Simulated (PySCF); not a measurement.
SMILES [SiH3][O][InH2] (H5InOSi), singlet (PBE0/def2-SVP optimised geometry):

```
8

In    -1.571     0.997     1.082
H     -1.690     2.533     0.337
H     -2.193     0.250     2.497
O     -0.394    -0.219     0.000
Si     0.192    -1.755     0.000
H      1.690    -1.755     0.000
H     -0.267    -2.504    -1.214
H     -0.258    -2.533     1.205
```

Method: PBE0/def2-TZVP, def2 effective core potentials past Kr (PySCF).

Task: What are the frontier orbital energies and the dipole moment?

Result: HOMO-2 -8.90 eV, HOMO-1 -8.09 eV, HOMO -8.00 eV, LUMO -1.80 eV, LUMO+1 -0.65 eV; dipole moment 2.67 D.

On the same geometry PBE/def2-TZVP, def2 effective core potentials past Kr in PySCF gives HOMO-2 -7.68 eV, HOMO-1 -6.72 eV, HOMO -6.62 eV, LUMO -2.52 eV, LUMO+1 -1.55 eV; dipole moment 2.52 D.
